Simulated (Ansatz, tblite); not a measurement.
Removing an electron: (CdSe)2 ring (Cd2Se2). The state is a singlet with charge 0. Geometry: r2SCAN-D4/def2-SVP. Ansatz, gas phase; energy differences of separate SCF runs; the oxidised species was run as a doublet alone.

Cartesian coordinates in Å:
```
Cd -0.018 -0.269 -1.372
Se -2.112 0.391 -0.048
Cd 0.019 0.269 1.372
Se 2.111 -0.391 0.048
```

In the def2 sets Cd takes a core potential; there is no spin–orbit coupling. The xTB rows come from tblite.

| level | −HOMO (eV) | vertical IE (eV) | −LUMO (eV) | HOMO–LUMO gap (eV) |
| --- | --- | --- | --- | --- |
| GFN1-xTB | 9.36 | 11.95 | 7.20 | 2.16 |
| PBE-D4/def2-TZVP | 5.25 | 7.77 | 4.03 | 1.22 |
| r2SCAN-D4/def2-TZVP | 5.46 | 7.87 | 3.91 | 1.55 |

Problem. Estimate the rows for GFN2-xTB, PBE0-D4/def2-TZVP.

Solution. 
```json
{"level": "GFN2-xTB", "−HOMO (eV)": "10.42", "vertical IE (eV)": "12.78", "−LUMO (eV)": "8.36", "HOMO–LUMO gap (eV)": "2.06"}
{"level": "PBE0-D4/def2-TZVP", "−HOMO (eV)": "6.22", "vertical IE (eV)": "7.93", "−LUMO (eV)": "3.35", "HOMO–LUMO gap (eV)": "2.87"}
```

Relaxing the oxidised species (r2SCAN-D4/def2-SVP) changes its energy by -0.05 eV at PBE-D4/def2-TZVP, so the adiabatic ionisation energy to this nearest minimum is 7.72 eV. At PBE0-D4/def2-TZVP it is 7.89 eV.   Raw xTB energy differences between charge states are shifted by several eV; the methods need an empirical correction for them.
